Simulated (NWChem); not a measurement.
Molecule: CH5BS; SMILES CSB

```xyz
8

B     -0.5939    -1.4640     0.1154
H     -0.1708    -2.5721    -0.0015
H     -1.6876    -1.2339     0.5331
S      0.4993    -0.1597    -0.3692
C     -0.4288     1.4021    -0.0746
H     -0.5213     1.9436    -1.0188
H      0.1266     2.0160     0.6381
H     -1.4208     1.1809     0.3230
```
Atoms are numbered in this order, from 1.

All runs use the structure optimised with B3LYP/6-31G* (spherical d). B3LYP is NWChem's, with the RPA form of VWN correlation.

Give the principal values of the shielding tensors (ppm) of B1, S4, C5 from B3LYP/IGLO-III, GIAO (NWChem), with their diamagnetic and paramagnetic parts as GIAO splits them.


| atom | σ11 | σ22 | σ33 | isotropic | diamagnetic | paramagnetic |
|---|---|---|---|---|---|---|
| B1 | -44.0 | 13.0 | 111.7 | 26.9 | 196.2 | -169.3 |
| S4 | 26.6 | 428.5 | 537.9 | 331.0 | 1058.3 | -727.3 |
| C5 | 123.6 | 142.0 | 185.2 | 150.3 | 252.2 | -101.9 |
